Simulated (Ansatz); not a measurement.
```yaml
crystal:
  periodic: [false, false, false]
  atoms:
    - {symbol: Cd, position_ang: [4.591624, -0.470893, -1.191212]}
    - {symbol: Cd, position_ang: [-0.074917, -2.103433, 0.372106]}
    - {symbol: Cd, position_ang: [-1.753082, 2.378516, 1.433444]}
    - {symbol: Cd, position_ang: [-3.946984, 0.172468, -0.056288]}
    - {symbol: Cd, position_ang: [-0.641113, 0.145085, 2.720088]}
    - {symbol: Cd, position_ang: [1.899668, 0.756125, -0.133108]}
    - {symbol: Se, position_ang: [1.882359, -0.610077, 2.206839]}
    - {symbol: Se, position_ang: [-2.013960, -2.120550, 1.946713]}
    - {symbol: Se, position_ang: [1.048952, 2.616661, -1.426933]}
    - {symbol: Se, position_ang: [1.082313, -1.542563, -1.647479]}
    - {symbol: Se, position_ang: [-1.084328, 1.364833, -1.409476]}
    - {symbol: Se, position_ang: [-0.861425, -0.541027, -2.807517]}
basis:
  gaussian: {orbitals: STO-3G, final_grid: {core_spheres: 5, valence_spheres: 4, degree: 11}}
total_charge: 1
magnetization: {spin_polarized: true, initial_magnetization: 1}
hamiltonian: {xc: {name: HF}}
scf: {lower_state_search: full}
relax: {f_tol: 0.0001, max_steps: 1}
```

```sh
$ ansatz run in.yaml --threads 4 --pin off --events-out ev --progress --plain --max-ram 6963MiB
```

**Question.** Does this run fit into the memory that it is given?

**Answer.** No. It has 270 basis functions, and the program plans for 13 GiB where 7 GiB are given.
